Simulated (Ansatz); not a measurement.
The cluster Si₆O⁺, relaxed as a doublet with UKS r2SCAN-D4/def2-SVP in Ansatz, starting from the GFN2-xTB geometry. Force threshold 0.02 eV/Å.

The relaxation made no stability test and no search for a lower SCF solution. Another isomer (doublet) lies 0.54 eV lower at PBE0-D4/def2-TZVP; other spin states weren't run for this one.

Start:

```xyz
7

O     0.781   -0.124    0.146
Si    0.573    0.819   -1.320
Si   -0.972   -1.219    2.054
Si   -1.047    0.925    1.320
Si   -0.045   -1.652   -0.072
Si    0.760   -1.324   -2.253
Si   -0.051    2.575    0.124
```

```json
{"step": "1", "energy (eV)": "-49279.5563", "largest force component (eV/Å)": "2.407", "SCF passes": "47"}
{"step": "2", "energy (eV)": "-49280.2849", "largest force component (eV/Å)": "0.983", "SCF passes": "47"}
{"step": "3", "energy (eV)": "-49280.6883", "largest force component (eV/Å)": "0.897", "SCF passes": "44"}
{"step": "4", "energy (eV)": "-49280.8991", "largest force component (eV/Å)": "0.697", "SCF passes": "46"}
{"step": "5", "energy (eV)": "-49281.0030", "largest force component (eV/Å)": "0.429", "SCF passes": "46"}
{"step": "6", "energy (eV)": "-49281.0220", "largest force component (eV/Å)": "0.105", "SCF passes": "40"}
{"step": "7", "energy (eV)": "-49281.0276", "largest force component (eV/Å)": "0.083", "SCF passes": "40"}
{"step": "8", "energy (eV)": "-49281.0325", "largest force component (eV/Å)": "0.055", "SCF passes": "41"}
{"step": "9", "energy (eV)": "-49281.0418", "largest force component (eV/Å)": "0.208", "SCF passes": "41"}
{"step": "10", "energy (eV)": "-49281.0813", "largest force component (eV/Å)": "0.508", "SCF passes": "45"}
{"step": "11", "energy (eV)": "-49281.1325", "largest force component (eV/Å)": "0.298", "SCF passes": "43"}
{"step": "13", "energy (eV)": "-49281.1527", "largest force component (eV/Å)": "0.280", "SCF passes": "41"}
{"step": "15", "energy (eV)": "-49281.1660", "largest force component (eV/Å)": "0.090", "SCF passes": "35"}
{"step": "17", "energy (eV)": "-49281.1758", "largest force component (eV/Å)": "0.117", "SCF passes": "41"}
{"step": "19", "energy (eV)": "-49281.1845", "largest force component (eV/Å)": "0.217", "SCF passes": "34"}
{"step": "21", "energy (eV)": "-49281.2107", "largest force component (eV/Å)": "0.397", "SCF passes": "30"}
{"step": "23", "energy (eV)": "-49281.4562", "largest force component (eV/Å)": "0.556", "SCF passes": "40"}
{"step": "25", "energy (eV)": "-49281.7656", "largest force component (eV/Å)": "0.767", "SCF passes": "43"}
{"step": "27", "energy (eV)": "-49281.8551", "largest force component (eV/Å)": "0.094", "SCF passes": "41"}
{"step": "29", "energy (eV)": "-49281.8566", "largest force component (eV/Å)": "0.154", "SCF passes": "33"}
{"step": "30", "energy (eV)": "-49281.8576", "largest force component (eV/Å)": "0.015", "SCF passes": "35"}
```

Force components are those of the run's own axes.

End:

| atom | x (Å) | y (Å) | z (Å) |
| --- | --- | --- | --- |
| O1 | 1.8238 | -0.4354 | 0.0215 |
| Si2 | 1.0191 | 0.7581 | -0.9070 |
| Si3 | -1.0980 | -1.0295 | 2.0048 |
| Si4 | -1.3939 | 0.4388 | 0.1910 |
| Si5 | 0.4733 | -1.4699 | 0.2234 |
| Si6 | -0.5889 | -0.7476 | -1.7581 |
| Si7 | -0.2354 | 2.4854 | 0.2244 |

Bonds formed: Si2–Si5, Si4–Si6 (atoms count from 1).

No frequencies were taken in this run, so the end may be a saddle point.

It took 2.3 min on 4 threads of Arm Neoverse V2 on a shared host.
